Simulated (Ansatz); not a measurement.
Z-matrix (Å, degrees):
```
Si
F 1 1.583
F 1 1.581 2 106.8
B 1 2.004 2 109.8 3 124.5
F 1 1.582 2 107.7 3 -113.9
H 4 1.193 1 119.2 2 69.2
H 4 1.192 1 122.0 2 -109.9
```

The species carries charge 0 and has multiplicity 1.

(1) List the r2SCAN/def2-TZVPP orbital energies in eV (Ansatz 0.2.0). (Estimate.)

Results:

(1) Ansatz gave: Occupied: -1793.45, -666.72, -666.68, -666.61, -181.69, -143.64, -98.55, -98.55, -98.45, -32.32, -31.65, -31.58, -15.16, -13.69, -12.99, -12.94, -11.99, -11.57, -11.57, -10.97, -10.93, -10.47, -9.60, -8.48. Lowest empty: -3.93, 0.67, 1.12, 2.29, 2.60, 2.88, 3.43, 3.46.
